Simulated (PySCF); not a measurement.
An unknown shows these calculated signals:

$^{1}$H NMR (600 MHz, computed): δ 5.49 (m, 1H), 5.45 (m, 1H), 3.23 (m, 1H), 3.08 (m, 1H).

$^{13}$C{$^{1}$H} NMR (computed): δ 157.7 (C), 129.9 (C), 119.8 (CH), 82.7 (CH), 44.6 (CH2).

One averaged value for each set of equivalent atoms, no solvent, no relativistic terms, a single conformation. PBE0/pcSseg-1 with gauge-including orbitals; coordinates at the GFN2-xTB level; PySCF 2.14.

References, each an isolated molecule treated in the same way: $^{1}$H, $^{13}$C vs TMS.

Which of these does the molecule contain: an NH or NH2 group, a non-aromatic C=C double bond, an aldehyde, a CH3CH2 unit, a CF3 group?

Results:


- An NH or NH2 group: no.
- A non-aromatic C=C double bond: yes.
- An aldehyde: no.
- A CH3CH2 unit: no.
- A CF3 group: yes (δC 129.9).

The data belong to SMILES FC(OC1=C[C@H](F)C1)(F)F, C5H4F4O; they needn't prove each group on their own.

Carbon signals by region: 3 in the sp2 and nitrile region (100–160 ppm), 1 at 50–100 ppm, 1 below 50 ppm.

Splittings by $^{19}$F in the carbon and heteronuclear signals aren't shown, as no couplings were computed. Shifts are as computed. Against solution values, carbons near 30 ppm lie about +3 ppm off and those near 130 ppm about +5 ppm (rms about the fit 2.1 ppm; single classes can miss by 10 ppm). Of 1328 compounds with measured shifts, 309 miss one by over three times the rms of a fit or turn the order of signals round; such compounds aren't used in these exercises. Signals without a measured value on file couldn't be tested in this way; 1H shifts scatter by 0.2 ppm about their fit, and single ones miss by 0.5 ppm. No couplings were computed; multiplicities are counted from neighbouring protons, with m where these are inequivalent, close in shift, in a saturated or five-membered ring or joined by F or P, and br s for small geminal =CH2 splittings.
